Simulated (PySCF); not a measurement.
## From computed data to an observable: refractive index and permittivity of the vapour

Cl₂H₄OSi₂, SMILES O([SiH3])[SiH](Cl)Cl.

The structure is a stationary point at ωB97X-D3(BJ)/def2-SVP. The values are those of a single conformer.

r2SCAN/def2-TZVP in PySCF gives a mean static polarisability of 73.2 bohr³ and a dipole moment of 1.02 D. Take an ideal gas at 298.15 K and 0.01 bar, whether or not the substance is that volatile.

Work out n − 1 in the optical limit and the static ε − 1.


Polarisability volume α' = 73.2 × 0.148185 = 10.85 Å³. Number density N = p/kT = 2.43e-7 Å⁻³.
Dilute limit of Lorentz–Lorenz: n − 1 = 2π N α' = 1.7e-5.
Orientation term of Debye: μ²/(3kT) = 8.098 Å³ × μ²(D²) = 8.42 Å³.
ε − 1 = 4π N (α' + μ²/3kT) = 5.9e-5. Orientation of the dipole supplies 44 % of the static response; it can't follow optical fields. Vibrational polarisation and dispersion are left out.
